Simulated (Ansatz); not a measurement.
Compounds of B with 3 ligands, in which NH2 is traded for H. Quantity: electronic atomisation energy to ground-state atoms, in kcal/mol. Structures are relaxed separately at B3LYP-D3(BJ)/def2-TZVP in Ansatz (a program for electronic structure), one conformer each, not searched for the lowest. Valence correlation only, unless marked. Open shells are spin-unrestricted. Spin-orbit coupling is left out. Non-relativistic. CBS(X,Y): correlation extrapolated as X^-3; Hartree-Fock from the larger set. The bracket is a focal-point correction in the basis named. The first level has limits of its own: it lacks core correlation, which all-electron functionals hold.

```tsv
n(H)	species (SMILES)	RI-MP2/CBS(aug-cc-pVTZ,aug-cc-pVQZ)+[CCSD(T)-MP2]/aug-cc-pVTZ (Ansatz)	PBE/def2-TZVPD (Ansatz)	PBE0-D4/def2-TZVPD (Ansatz + dftd4)
0	NB(N)N	904.3	925.0	907.1
1	NBN	?	?	?
2	BN (BNH4)	500.8	507.8	501.1
3	B (BH3)	281.0	278.2	279.2
```

Fit a straight line through the known rows at each level by least squares, predict the withheld row (n(H) = 1), and compare with the run.


- The known rows have mean n(H) = 1.66667 and Σ(n(H) - mean)² = 4.6667.
- RI-MP2/CBS(aug-cc-pVTZ,aug-cc-pVQZ)+[CCSD(T)-MP2]/aug-cc-pVTZ: mean 562.033, Σ(n(H) - mean)(y - mean) = -965.567, slope -206.906 kcal/mol a step; the line gives 562.033 + (-206.906)×(1 - 1.66667) = 700.0; the run gives 705.6, +5.6 from the line, whose largest residual on the known rows is 7.7.
- PBE/def2-TZVPD: mean 570.333, Σ(n(H) - mean)(y - mean) = -1001.467, slope -214.599 kcal/mol a step; the line gives 570.333 + (-214.599)×(1 - 1.66667) = 713.4; the run gives 720.4, +7.0 from the line, whose largest residual on the known rows is 9.0.
- PBE0-D4/def2-TZVPD: mean 562.467, Σ(n(H) - mean)(y - mean) = -972.533, slope -208.398 kcal/mol a step; the line gives 562.467 + (-208.398)×(1 - 1.66667) = 701.4; the run gives 707.6, +6.2 from the line, whose largest residual on the known rows is 8.1.
- PBE minus the first level along the series: +20.7, +14.8, +7.0, -2.8 kcal/mol.
